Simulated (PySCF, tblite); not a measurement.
C3H4ClF3O2S.
Bonds: O1–S2 (double), S2–O3 (double), S2–Cl4, S2–C5, C5–C6, C6–C7, C7–F8, C7–F9, C7–F10. Hydrogens: H11, H12 on C5; H13, H14 on C6.

The geometry is computed with GFN2-xTB (gas phase).

(1) What internal coordinates does the optimisation give?

Results:

(1) 
| bond | length (pm) | order |
| --- | --- | --- |
| O1=S2, S2=O3 | 142.4 | double |
| S2–Cl4 | 202.6 | single |
| S2–C5 | 181.0 | single |
| C5–C6 | 151.4 | single |
| C6–C7 | 152.3 | single |
| C7–F8, C7–F9, C7–F10 | 133.8 | single |
| C5–H11, C5–H12 | 108.6 | single |
| C6–H13, C6–H14 | 109.3 | single |

Bonds in one row agree within 1 pm and their mean is given. Orders are formal, as drawn. A selection of angles:
| angle | degrees |
| --- | --- |
| O1–S2–O3 | 119.1 |
| O1–S2–Cl4 | 107.7 |
| O1–S2–C5 | 109.4 |
| Cl4–S2–C5 | 101.8 |
| S2–C5–C6 | 103.6 |
| S2–C5–H11 | 107.8 |
| C6–C5–H11 | 112.7 |
| H11–C5–H12 | 111.5 |
| C5–C6–C7 | 111.6 |
| C5–C6–H13 | 109.9 |
| C7–C6–H13 | 108.1 |
| H13–C6–H14 | 108.8 |
| C6–C7–F8 | 112.0 |
| F8–C7–F9 | 106.5 |

Dihedral angles: O1–S2–C5–C6 -64° (synclinal); S2–C5–C6–C7 179° (antiperiplanar); C5–C6–C7–F8 -60° (synclinal). The mirror-image conformer, all signs reversed, is as good.

Of the pairs four or more bonds apart, O1···H13 is among the closest relative to their van der Waals radii: 2.62 Å, 96 % of the sum of Bondi's values. S2 (sulfonyl sulfur) is distorted tetrahedral (angles from 101.8° to 119.1°).

Point group: near Cs, missed by 0.10 Å at most; the miss may be what the optimiser left on a soft mode. Its GFN2-xTB frequencies are all real (lowest 29 cm⁻¹). One conformer, not necessarily the lowest. 3 starts were optimised and ended at 0.00, 0.51 and 1.44 kcal/mol (GFN2-xTB); the lowest of these is shown.
